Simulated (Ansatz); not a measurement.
`CC[As](C)C(C)C`, relaxed with RKS PBE0-D4/def2-TZVP in Ansatz 0.2.0 from a PBE-D4/def2-SVP geometry. The force threshold is 0.005 eV/Å; the program also tests the step.

Total charge 0; spin multiplicity 1.

Start:

```xyz
22

C     3.089    0.059   -0.141
C     1.705   -0.373    0.343
As    0.262    0.918   -0.165
C     0.172    0.399   -2.082
C    -1.290   -0.203    0.467
C    -1.328   -0.230    1.997
C    -2.599    0.328   -0.122
H     3.367    1.056    0.259
H     3.138    0.124   -1.248
H     3.875   -0.658    0.177
H     1.689   -0.442    1.452
H     1.432   -1.376   -0.051
H    -0.642    0.956   -2.585
H    -0.001   -0.690   -2.201
H     1.124    0.671   -2.578
H    -1.101   -1.230    0.082
H    -1.456    0.791    2.414
H    -2.181   -0.844    2.361
H    -0.405   -0.659    2.435
H    -2.601    0.306   -1.230
H    -3.464   -0.278    0.223
H    -2.786    1.377    0.193
```

How much energy does the relaxation release, and in how many steps? (Estimate.)

The calculation gave: 8.98 kJ/mol, in 9 steps.

Which bonds change most? (An estimate is asked.)

The calculation gave: As3–C5 from 2.016 to 1.986 Å; C2–As3 from 2.002 to 1.975 Å; As3–C4 from 1.988 to 1.966 Å; C2–H11 from 1.110 to 1.093 Å.

Give the relaxed structure. (Best estimate.)

Ansatz gave: 
```xyz
22

C     3.054    0.056   -0.161
C     1.693   -0.371    0.360
As    0.258    0.888   -0.152
C     0.187    0.400   -2.056
C    -1.281   -0.210    0.458
C    -1.327   -0.241    1.977
C    -2.575    0.335   -0.122
H     3.316    1.058    0.187
H     3.082    0.070   -1.253
H     3.839   -0.627    0.175
H     1.702   -0.410    1.452
H     1.425   -1.368   -0.002
H    -0.643    0.919   -2.537
H     0.066   -0.678   -2.184
H     1.109    0.719   -2.543
H    -1.110   -1.224    0.077
H    -1.439    0.767    2.386
H    -2.180   -0.833    2.325
H    -0.425   -0.679    2.410
H    -2.582    0.307   -1.214
H    -3.432   -0.250    0.228
H    -2.737    1.372    0.187
```
